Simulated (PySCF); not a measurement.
## Dipole response of Tl (thallium, neutral)

[Xe] 4f14 5d10 6s2 6p1, 2P determinant. Calculation: PySCF 2.14, in aug-cc-pVQZ-DK3 (10s9p7d4f2g, 118 functions); scalar relativity by spin-free X2C-1e. Coupled (time-dependent) response in atomic units; α is the mean over directions.

| method | mean α (bohr³) | α xx, yy, zz | C₆ (like pair) | S(−4) |
| --- | --- | --- | --- | --- |
| UHF | 77.54 | 56.66, 119.3, 56.66 | 841.4 | 4028 |

S(−4) is the Cauchy moment in α(ω) = α(0) + S(−4) ω² + …

Reference α: 50 ± 2 bohr³ (recommended; Schwerdtfeger and Nagle, table of static dipole polarizabilities (2023 update)). Published C₆: 509.0 (Gould and Bucko (2016)).

Spin-orbit coupling is absent.

Hartree-Fock lies above the reference because it lacks correlation, which contracts the outer shell.

α(iu) at UHF:

```
u (hartree)  α(iu) (bohr³)
          0          77.54
     0.0500          69.20
      0.100          54.85
      0.200          34.62
      0.300          23.82
      0.500          13.73
      0.750          8.615
       1.00          6.152
       1.50          3.765
       2.00          2.589
       3.00          1.443
       5.00         0.6237
```

A single London oscillator, α(iu) = α/(1 + u²/ω²), gives C₆ = (3/4) ω α². Matching the computed C₆ needs ω = 4 × 841.4 / (3 × 77.54²) = 0.187 hartree.

The components differ because the open shell of this determinant is not spherical; for a pure term their mean is the scalar polarisability.

Spin-orbit coupling, absent here, splits the open shell strongly.
